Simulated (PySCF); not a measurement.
PySCF 2.14 output of a UHF calculation on a single atom or ion in x2c-SVPall, with the spin-free X2C one-electron Hamiltonian (Gaussian nucleus):

```
SCF conv_tol = 1e-09
number electrons alpha = 23  beta = 20
cycle= 1 E= -4527.33757378333  delta_E= -0.00544  |g|= 0.0243  |ddm|= 0.0538
cycle= 2 E= -4527.33774887557  delta_E= -0.000175  |g|= 0.00505  |ddm|= 0.01
cycle= 3 E= -4527.33776073066  delta_E= -1.19e-05  |g|= 0.00124  |ddm|= 0.00373
cycle= 4 E= -4527.3377617175  delta_E= -9.87e-07  |g|= 0.000551  |ddm|= 0.000969
cycle= 5 E= -4527.33776213209  delta_E= -4.15e-07  |g|= 5.64e-05  |ddm|= 0.000974
cycle= 6 E= -4527.3377621351  delta_E= -3.01e-09  |g|= 1.05e-05  |ddm|= 9.04e-05
cycle= 7 E= -4527.3377621352  delta_E= -1e-10  |g|= 2.22e-06  |ddm|= 1.44e-05
converged SCF energy = -4527.3377621352  <S^2> = 3.7544957  2S+1 = 4.0022472
```

The run itself started from symmetry-adapted Hartree-Fock orbitals and held the occupation by maximum overlap, so the iterations belong to that start.

Question: Which element, charge and spin multiplicity is this?

Answer: Ru⁺ (ruthenium, charge +1), multiplicity 4; the state was [Kr] 4d7, high-spin 4F determinant.
